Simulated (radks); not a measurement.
Problem. Calculated with a radial shooting solver on a logarithmic mesh with Libxc functionals: non-relativistic Kohn-Sham, exchange-only LDA, spin-unpolarised, spherical densities, point nucleus. Response by self-consistent Sternheimer equations with the Hartree and adiabatic exchange-only LDA kernel. Rank Se, Kr, Ge+, Ca, Rb+ (NIST ground configurations) by static dipole polarisability, largest first.

Solution. Ca 162.9, Se 30.69, Ge+ 20.03, Kr 19.23, Rb+ 9.828 bohr^3.
